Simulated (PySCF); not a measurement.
C2H6ClFSi, SMILES F[C@@H](Cl)C[SiH3].

Geometry optimised at B3LYP-D3(BJ)/def2-SVP. The structure was generated by enumeration; whether it is a known compound was not checked. One conformer was computed; it need not be the lowest.

Two levels are set side by side: PBE/def2-TZVP (PySCF) and M06-2X/def2-TZVP (PySCF). Same geometry, gas phase. Differences are taken from unrounded values.

```tsv
quantity	PBE
orbital gap (eV)	6.57
highest occupied level (eV)	-7.32
lowest empty level (eV)	-0.75
dipole moment (D)	2.12
mean polarisability (bohr³)	66.3
```

Task: These are the PBE values. What does M06-2X give? (The exact figures need the calculation; the answer reports its results.)

Result: 
```json
[
 {"quantity": "orbital gap (eV)", "M06-2X": "11.26", "PBE minus M06-2X": "-4.69"},
 {"quantity": "highest occupied level (eV)", "M06-2X": "-10.11", "PBE minus M06-2X": "2.78"},
 {"quantity": "lowest empty level (eV)", "M06-2X": "1.15", "PBE minus M06-2X": "-1.90"},
 {"quantity": "dipole moment (D)", "M06-2X": "2.24", "PBE minus M06-2X": "-0.12"},
 {"quantity": "mean polarisability (bohr³)", "M06-2X": "63.3", "PBE minus M06-2X": "3.0"}
]
```

PBE's occupied levels lie high since its potential decays too fast outside the molecule; exact exchange lowers them and widens the gap. Loosely held outer electrons make PBE densities more polarisable. Differences between two approximate levels are no errors against the true value.

Rough cost on one machine, each run with all the roots and properties that it gave: M06-2X against PBE about 4 times.
